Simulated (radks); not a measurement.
The numbers below are computed, except where a source is named.
How relativity changes the ionisation of the fluorine ion F+ ([He] 2s2 2p4) to F2+ ([He] 2s2 2p3). Spin-unpolarised spherical Kohn-Sham, PBEsol, point nucleus unless stated (finite: rms radius 2.8976 fm), a radial shooting solver on a logarithmic mesh with Libxc functionals. A level marked "c x" has the speed of light scaled by that factor and shares open shells by 2j + 1; other Dirac levels either fill j = l - 1/2 first or share by 2j + 1.

| level | E(F+) (hartree) | E(F2+) (hartree) | IE (eV) | HOMO | <r> HOMO (bohr) |
|---|---|---|---|---|---|
| non-rel. | -98.64466 | -97.23759 | 38.288 | 2p | 0.9834 |
| scalar-rel. | -98.73808 | -97.33139 | 38.278 | 2p | 0.9833 |
| scalar-rel., finite nucleus | -98.73806 | -97.33136 | 38.278 | 2p | 0.9833 |
| Dirac, 2j+1 shares | -98.73810 | -97.33140 | 38.278 | 2p3/2 | 0.9839 |
| Dirac, low j first | -98.73992 | -97.33458 | 38.241 | 2p3/2 | 0.9840 |
| Dirac, 2j+1 shares, finite nucleus | -98.73807 | -97.33137 | 38.278 | 2p3/2 | 0.9839 |
| Dirac, c x 1.25 | -98.70441 | -97.29758 | 38.282 | 2p3/2 | 0.9837 |
| Dirac, c x 1.5 | -98.68614 | -97.27923 | 38.284 | 2p3/2 | 0.9836 |
| Dirac, c x 100 | -98.64467 | -97.23760 | 38.288 | 2p3/2 | 0.9834 |

NIST Atomic Spectra Database: 34.971 eV (measured). The relativistic part of the total energy of F+ is -0.09341 hartree (Dirac, 2j+1 shares, finite nucleus), 0.095 % of the non-relativistic value. Spin polarisation and multiplet splitting of open shells are left out at every level.

Beside tabulated values, note that spin-unpolarised runs miss the spin-polarisation part of the exchange energy of open shells.
